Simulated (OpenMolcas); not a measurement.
A calculation on Zr.

* Program: OpenMolcas 26.06
* Method: CASSCF
* Basis: ANO-RCC-VQZP [8s7p5d3f2g1h]
* Scalar Hamiltonian: DKH2, point nucleus
* Active space: 4 electrons in 6 orbitals (4d 5s)
* State averaging: 2S+1 = 3 even, 71 roots; 2S+1 = 5 even, 15 roots kept (CI in the orbitals of an earlier block); 2S+1 = 1 even, 55 roots kept (CI in the orbitals of an earlier block)
* Spin-orbit coupling: state interaction with AMFI integrals over the reference wave functions, term energies averaged over their components

Which level of the active space comes out lowest?

4d3 5s 5F1, with 100 % of that term.

How high does 4d2 5s2 3F4 lie?

3704 cm-1 above the lowest level.

How high does 4d3 5s 5F2 lie?

151 cm-1 above the lowest level.

How high does 4d2 5s2 1D2 lie?

7057 cm-1 above the lowest level.

Without dynamic correlation excited terms often stand tens of per cent too high (terms of higher spin than the ground term too low), and those without a measured partner can miss by more than the paired ones. Terms from blocks run as CI alone lack orbitals of their own. The lowest computed level is not the ground level that NIST lists (3F2). Configurations are named by rounded mean occupations; where the s occupation lies near a half they are strongly mixed, a name can repeat and a true partner stay unpaired. A single d shell beside an s shell can misplace configurations of different d count against each other. Levels of configurations outside the active space are missing.
